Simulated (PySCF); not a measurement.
**Xenon: a sound run and one with changed settings**

Sound run: Xe [Xe], Xe⁺ [Kr] 4d10 5s2 5p5. Calculation: PySCF 2.14, in def2-TZVP with the def2 core potential (28 electrons) (6s5p3d2f, 50 functions); scalar relativity through the core potential. The sound run starts from symmetry-adapted Hartree-Fock orbitals and uses a fine grid where one is needed.

A second run was set up differently.

```csv
species,method,sound run (hartree),changed run (hartree),converged
Xe,UHF,-328.29839,-328.29839,yes
Xe,M06-L,-329.53117,-329.61685,yes
Xe,MN15,-328.55681,-329.16743,yes
Xe⁺,UHF,-327.87704,-327.87704,yes
Xe⁺,M06-L,-329.08753,-329.15337,yes
Xe⁺,MN15,-328.10949,-328.71332,yes
```

Ionisation energy of Xe:

```csv
method,sound run (eV),changed run (eV)
UHF,11.466,11.466
M06-L,12.072,12.612
MN15,12.172,12.357
```

Problem. What was changed?
A. all electrons correlated in a valence basis
B. a valence shell is frozen
C. radial grid too coarse
D. too few SCF iterations

Solution. C. It used radial step 0.5 in ln r (0.13 in the sound run). A coarse radial grid mis-integrates the density and the exchange-correlation energy, with errors of either sign; Hartree-Fock needs no grid.
